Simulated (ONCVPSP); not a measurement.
# Sc (Z = 21): ONCV pseudisation with revPBE, scalar-relativistic reference atom.

- Element: Sc
- Generator: ONCVPSP 4.0.1
- Type: optimised norm-conserving Vanderbilt (ONCV)
- Functional: revPBE
- Relativity: scalar-relativistic
- Frozen core: [Ne]
- Valence charge: 11
- Reference configuration: 3s2 3p6 (charge +3)
- Partial waves: 3s: rc 1.30 bohr, ncon 3, nbas 7, qcut 7 1/bohr, 2 projectors, debl 2.5 Ha; 3p: rc 1.25 bohr, ncon 3, nbas 8, qcut 5.9 1/bohr, 2 projectors, debl 3 Ha; d scattering state at 0.1 Ha: rc 1.05 bohr, ncon 5, nbas 9, qcut 10.2 1/bohr, 1 projector
- Local potential: polynomial inside 0.95 bohr (lpopt 5, dvloc0 3 Ha)
- Core correction: Teter function, fcfact 3.75, rcfact 1.6

In the s channel the program set the typed energies aside and used -3.177, 0.250 Ha. In the d channel the program set the typed energies aside and used 0.050 Ha.

Calculated quality:

```json
{
 "Cutoffs needed": "21 Ha and 37 Ha (the cutoffs (Ha) at which the residual kinetic energy of the hardest occupied pseudo-wave falls to 1 and 0.1 mHa per electron)",
 "Ghost test": "no bound ghost flagged; no localised positive-energy state flagged",
 "Configuration tests": "1 of 4 tests not solved or not reliable",
 "rms error of d²Exc/dni dnj": "1.65 mHa without and 3.57 mHa with the model core"
}
```

Generation and tests took about 5.5 s on one core of a shared server CPU.
